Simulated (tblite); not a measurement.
C₇H₁₃OP.
Cartesian coordinates in Å at the GFN2-xTB level; atoms count from 1:
```
atom  x, y, z in Å
C1     3.3642   -0.6033    0.2792
C2     2.0875   -0.5366    0.6120
C3     1.0780    0.3010   -0.0909
C4     0.1011    1.0419    0.8215
C5    -1.1148    1.4111   -0.0288
C6    -1.5988    0.1470   -0.7485
C7    -2.5209   -0.7128    0.1045
P8    -0.0238   -0.7377   -1.1574
O9     0.3453   -0.8419   -2.5700
H10    3.7668   -0.0208   -0.5327
H11    4.0541   -1.2470    0.7974
H12    1.7037   -1.1338    1.4305
H13    1.5744    0.9967   -0.7781
H14    0.5648    1.9295    1.2546
H15   -0.2033    0.3877    1.6411
H16   -1.9091    1.8433    0.5822
H17   -0.8127    2.1543   -0.7711
H18   -2.0973    0.4018   -1.6889
H19   -3.4447   -0.1801    0.3245
H20   -2.7706   -1.6324   -0.4233
H21   -2.0431   -0.9780    1.0452
H22   -0.1115   -1.9704   -0.5047
```

Calculated harmonic vibrations of the isolated species, GFN2-xTB (tblite), most abundant isotopes, no scaling. Against measured fundamentals such values can be off by several per cent, at times by over 20. Modes of hydrogen on phosphorus can be 10 to 20 % off. One conformer, not necessarily the lowest.

Harmonic wavenumbers (cm⁻¹): 27.7, 55.7, 154.9, 183.8, 203.7, 231.6, 263.1, 276.8, 339.2, 401.0, 406.8, 472.7, 540.8, 608.5, 711.9, 746.3, 824.6, 844.8, 890.9, 904.6, 935.0, 956.3, 967.6, 1004.2, 1010.8, 1014.9, 1039.5, 1090.4, 1116.7, 1126.9, 1159.4, 1174.7, 1191.6, 1229.9, 1247.0, 1286.5, 1294.6, 1300.0, 1317.9, 1325.4, 1406.6, 1413.1, 1474.6, 1486.2, 1493.8, 1497.8, 1705.4, 2247.7, 2910.5, 2934.2, 2964.1, 2976.3, 2983.4, 2992.4, 3016.5, 3021.7, 3031.4, 3041.5, 3104.5, 3131.9.

A = 2063, B = 1093, C = 864.1 MHz; mass 144.070 u (most abundant isotopes); point group C1, symmetry number 1.

What is the zero-point energy?

½Σν̃ = 40356 cm⁻¹ = 115.38 kcal/mol.

Entropy at 400 K, 1 bar (ideal gas, RRHO, classical rotation)?

Translation 42.29, rotation 30.37, vibration 41.23: S = 113.9 cal/(mol K).

And Cp and H(400 K) − H(0)?

Cp = 52.48 cal/(mol K), of which vibrations give 44.53 (their classical limit is 60 R = 119.2); H(400 K) − H(0) = 11.79 kcal/mol without the zero-point energy, 8.61 from vibrations.

What must be added to the electronic energy to get the Gibbs energy at 400 K and 1 bar?

ZPE + [H(400 K) − H(0)] − T·S = 115.38 + 11.79 − 45.55 = 81.62 kcal/mol.

Blend soft modes into free rotors: weight 1/[1 + (100 cm⁻¹/ν̃)⁴] for the oscillator and the rest for a rotor with moment μB/(μ + B), μ = h/(8π²ν), B = 10⁻⁴⁴ kg m². What vibrational entropy results?

37.66 cal/(mol K) in place of 41.23, which changes −T·S at 400 K by +1.43 kcal/mol.

How do the functions run with temperature in this model?

| T (K) | S (cal/(mol K)) | Cp (cal/(mol K)) | H − H(0) (kcal/mol) | G − H(0) (kcal/mol) | ln q(vib) |
| --- | --- | --- | --- | --- | --- |
| 150 | 79.1 | 23.8 | 2.34 | -9.52 | 3.31 |
| 250 | 93.7 | 34.6 | 5.25 | -18.18 | 5.92 |
| 298.15 | 100.3 | 40.4 | 7.05 | -22.85 | 7.19 |
| 600 | 139.0 | 71.6 | 24.31 | -59.10 | 15.38 |
| 900 | 171.8 | 89.9 | 48.77 | -105.87 | 23.39 |

q(vib) and H(0) count from the zero-point level.

Hindered rotation and anharmonicity are outside this model. Other conformers, if any are populated, would add a mixing term that is left out. The structure is chiral; the term R ln 2 for an equal mix with its mirror image is left out.
